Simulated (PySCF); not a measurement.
**A small calculation by hand: dipole moment from atomic charges**

Cl₂GaHS, SMILES [SH][Ga]([Cl])[Cl]. Atoms are numbered in the order given.

```xyz
5

Ga    -0.0150     0.0060     0.0000
Cl    -1.3182     1.6897     0.0000
Cl     2.0919     0.3509     0.0000
S     -0.8191    -2.0191     0.0000
H      0.4164    -2.5696     0.0000
```
Charge 0, spin multiplicity 1.

Geometry optimised at PBE0-D3(BJ)/def2-SVP. The values are those of a single conformer.

Charges (e) from PBE/def2-TZVP run with PySCF:

```json
[
 {"atom": "Ga1", "ESP fit": "0.385", "IAO": "0.645"},
 {"atom": "Cl2", "ESP fit": "-0.149", "IAO": "-0.261"},
 {"atom": "Cl3", "ESP fit": "-0.186", "IAO": "-0.270"},
 {"atom": "S4", "ESP fit": "-0.210", "IAO": "-0.241"},
 {"atom": "H5", "ESP fit": "0.160", "IAO": "0.128"}
]
```

The dipole moment of the full density is 1.42 D.

### Question
What dipole moment does each set of point charges give, and which comes closer to that of the density?

### Answer

μ = Σ q r, and 1 e Å = 4.8032 D.
ESP fit: Σ q r = (0.040, -0.302, 0.000) e Å, |μ| = 1.46 D.
IAO: Σ q r = (0.020, -0.374, 0.000) e Å, |μ| = 1.80 D.
ESP fit comes closer in size. Point charges leave out the atoms' own dipoles (lone pairs, polarised bonds); fits to the potential absorb them, partitions of the density don't.
